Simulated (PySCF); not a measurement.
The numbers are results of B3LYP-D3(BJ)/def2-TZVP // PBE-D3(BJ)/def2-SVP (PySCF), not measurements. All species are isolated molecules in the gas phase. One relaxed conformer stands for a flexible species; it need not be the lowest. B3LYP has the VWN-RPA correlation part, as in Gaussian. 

Reference species: [W(OH)5(NH2)] (neutral, multiplicity 1).

| Item | Value |
|---|---|
| charge on the central atom (Mulliken) | 1.51 e |
| HOMO | -7.54 eV |
| LUMO | -2.74 eV |
| mean distance from the central atom to its bonded neighbours | 1.953 Å |

After one change: the charge on the central atom (Mulliken) falls by 0.13 e; the HOMO rises by 1.56 eV; the LUMO goes up by 1.28 eV; the mean distance from the central atom to its bonded neighbours increases by 0.062 Å.

**Question.** Name the change that produced these shifts. The new species is one of these.
A. [W(OH)3(NH2)3]
B. [W(OH)6]
C. [W(OH)4(NH2)2]
D. [W(NH2)6]

**Answer.** D, [W(NH2)6]
